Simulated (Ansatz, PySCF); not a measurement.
Molecule: sum formula H$_{3}$SiO$_{2}$, net charge 0, doublet state. It need not be the lowest isomer of its formula. 
Coordinates optimised at B3LYP-D3(BJ)/def2-TZVP (Ansatz, an electronic-structure program):
SMILES: [SiH2]([O])O
```xyz
6

Si    -0.2926    -0.2554     0.1381
O     -0.7735     1.2989    -0.1230
O      1.2473    -0.6458    -0.2557
H     -1.1301    -1.1922    -0.6337
H     -0.5398    -0.3101     1.6081
H      1.9765    -0.1475     0.1229
```
Charge 0, spin multiplicity 2.

Dipole moments at this geometry, in debye (magnitudes).

```tsv
level	program	dipole (D)
HF/def2-TZVPD	PySCF	1.37
B3LYP/def2-TZVPD	Ansatz	[?]
r2SCANh/def2-TZVPD	Ansatz	1.60
CAM-B3LYP/def2-TZVPD	Ansatz	1.56
wB97M-V/def2-TZVPD	Ansatz	1.53
CCSD(T)/aug-cc-pV(D+d)Z	Ansatz	[?]
```

### Question
What belongs in the gaps?

### Answer

- B3LYP/def2-TZVPD, dipole (D): 1.64
- CCSD(T)/aug-cc-pV(D+d)Z, dipole (D): 1.46
